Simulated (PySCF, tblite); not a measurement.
Isomers of C3H8O2SSi. Computed with GFN2-xTB (tblite): harmonic, unscaled wavenumbers at the GFN2-xTB geometry, gas phase. Errors from tens to a few hundred cm⁻¹ against measured bands are possible. Modes of hydrogen on silicon and sulfur can be 10 to 20 % off. One conformer each.

Electronic energies: PBE0/pcSseg-1 single points on the GFN2-xTB geometries (PySCF, gas phase).

| SMILES | electronic energy, lowest = 0 (kJ/mol) |
| --- | --- |
| SC1CO[SiH2]OC1 | 0.0 |
| C[S@@](=O)[C@H]1OC[SiH2]1 | 418.2 |
| SC[C@@H]1CO[SiH2]O1 | 5.7 |

Problem. How do GFN2-xTB zero-point energies change the relative energies?

Solution. 
```tsv
SMILES	ZPE (kJ/mol)	of it from modes above 1550 cm⁻¹	electronic (kJ/mol)	with ZPE, lowest = 0 (kJ/mol)	lowest mode (cm⁻¹)	rings
SC1CO[SiH2]OC1	280.2	130.0	0.0	0.0	91	1
SC[C@@H]1CO[SiH2]O1	280.3	131.4	5.7	5.8	60	1
C[S@@](=O)[C@H]1OC[SiH2]1	274.0	135.5	418.2	411.9	34	1
```

The zero-point energies span 6.3 kJ/mol, from `C[S@@](=O)[C@H]1OC[SiH2]1` to `SC[C@@H]1CO[SiH2]O1`. The order is unchanged.

Problem. And how do the electronic energies of GFN2-xTB itself compare?

Solution. `SC1CO[SiH2]OC1` 0.0; `SC[C@@H]1CO[SiH2]O1` 1.0; `C[S@@](=O)[C@H]1OC[SiH2]1` 436.0 kJ/mol, lowest = 0. Against the energies above, taken from the same isomer `SC1CO[SiH2]OC1`, the largest difference is 17.8 kJ/mol.

Problem. What do entropy and thermal enthalpy add at 298.15 K and 1 bar (rigid rotor, harmonic oscillator, one conformer each)?

Solution. 
```json
{"SMILES": "SC1CO[SiH2]OC1", "point group": "Cs", "symmetry number": "1", "S (J/(mol K))": "374.6", "H − H(0) (kJ/mol)": "24.37", "ZPE + H − H(0) − TS (kJ/mol)": "192.9"}
{"SMILES": "SC[C@@H]1CO[SiH2]O1", "point group": "C1", "symmetry number": "1", "S (J/(mol K))": "378.3", "H − H(0) (kJ/mol)": "24.38", "ZPE + H − H(0) − TS (kJ/mol)": "191.9"}
{"SMILES": "C[S@@](=O)[C@H]1OC[SiH2]1", "point group": "C1", "symmetry number": "1", "S (J/(mol K))": "398.0", "H − H(0) (kJ/mol)": "27.03", "ZPE + H − H(0) − TS (kJ/mol)": "182.3"}
```
